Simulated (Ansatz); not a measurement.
Input (CCSDT(Q)/def2-SVP; Ansatz, a quantum-chemistry and plane-wave program):

Ansatz 0.2 input:
```yaml
crystal:
  periodic: [false, false, false]
  atoms:
    - {symbol: Ge, position_ang: [-0.09371826, -0.59799390, -0.06384025]}
    - {symbol: O, position_ang: [1.69237778, -0.64233266, -0.00981053]}
    - {symbol: Cl, position_ang: [-0.71340103, 1.50368090, 0.08350365]}
    - {symbol: H, position_ang: [-0.52453944, -1.32788519, 1.24880541]}
    - {symbol: H, position_ang: [2.11231874, 0.03977593, -0.54699546]}
basis:
  gaussian:
    orbitals: def2-SVP
magnetization: {spin_polarized: true, initial_magnetization: 1}
correlation: {method: ccsdt_q, electrons: outside_noble_gas}
```

Output:

```
Functional definition: HF
integrals: 0.11 GiB planned
1249 factors; integrals over basis functions are off by at most 1.6e-7 eV
mean field: 0.52 GiB planned
mean field evaluation 1: about -71031.3803 eV, gradient 2.4e1 eV
mean field evaluation 2: about -71031.4086 eV, gradient 2.4e1 eV
mean field evaluation 4: about -71034.0948 eV, gradient 2.2e0 eV
mean field evaluation 8: about -71034.1678 eV, gradient 1.5e-1 eV
mean field evaluation 16: about -71033.0021 eV, gradient 1.7e1 eV
mean field -71034.16851609 eV, -2610.4575442776 hartree, gradient 2.8e-6 eV, S^2 0.757671; 0 other end points of the search recorded, 0 dependent functions left out
20 core orbitals not correlated
reference -71034.16851609 eV, -2610.4575442776 hartree; 10, 9 occupied and 44, 45 virtual orbitals, 1249 factors
second order -10.88985315 eV of doubles, -0.00000000 eV of singles
coupled cluster: 3.04 GiB planned
cycle   1  -11.26651590 eV  change   -3.8e-1 eV  update   9.5e-2
cycle   2  -11.66244542 eV  change   -4.0e-1 eV  update   4.6e-2
cycle   3  -11.93424810 eV  change   -2.7e-1 eV  update   2.6e-2
cycle   4  -11.93189299 eV  change    2.4e-3 eV  update   9.7e-3
cycle   5  -11.91865740 eV  change    1.3e-2 eV  update   6.1e-3
cycle   6  -11.92143555 eV  change   -2.8e-3 eV  update   3.0e-3
cycle   7  -11.92330762 eV  change   -1.9e-3 eV  update   1.4e-3
cycle   8  -11.92334699 eV  change   -3.9e-5 eV  update   7.2e-4
cycle   9  -11.92322731 eV  change    1.2e-4 eV  update   3.1e-4
cycle  10  -11.92339934 eV  change   -1.7e-4 eV  update   1.5e-4
cycle  11  -11.92311802 eV  change    2.8e-4 eV  update   8.3e-5
cycle  12  -11.92315606 eV  change   -3.8e-5 eV  update   3.9e-5
cycle  13  -11.92318492 eV  change   -2.9e-5 eV  update   2.1e-5
cycle  14  -11.92319480 eV  change   -9.9e-6 eV  update   1.1e-5
cycle  15  -11.92320738 eV  change   -1.3e-5 eV  update   5.5e-6
cycle  16  -11.92320878 eV  change   -1.4e-6 eV  update   2.6e-6
cycle  17  -11.92320721 eV  change    1.6e-6 eV  update   1.5e-6
perturbative correction -0.03144200 eV, -0.0011554721 hartree
Total energy: -71046.12316530 eV, -2610.8968695329 hartree
```
